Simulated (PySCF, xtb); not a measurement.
In(H)(SiH3)2 (H₇InSi₂), SMILES [InH]([SiH3])[SiH3].

GFN2-xTB (xtb) at its own geometry gives an orbital gap of 3.05 eV and a dipole moment of 1.89 D.

Geometry: PBE-D3(BJ)/def2-SVP. The structure was generated by enumeration; whether it is a known compound was not checked. The def2 effective core potentials stand for the cores of In; spin–orbit coupling is left out.

Problem. What does PBE/def2-TZVP (PySCF) give? (An estimate is asked for; the answer gives what the named calculation found.)

Solution. gap 3.02 eV (levels -6.11 and -3.08 eV), dipole 0.07 D.
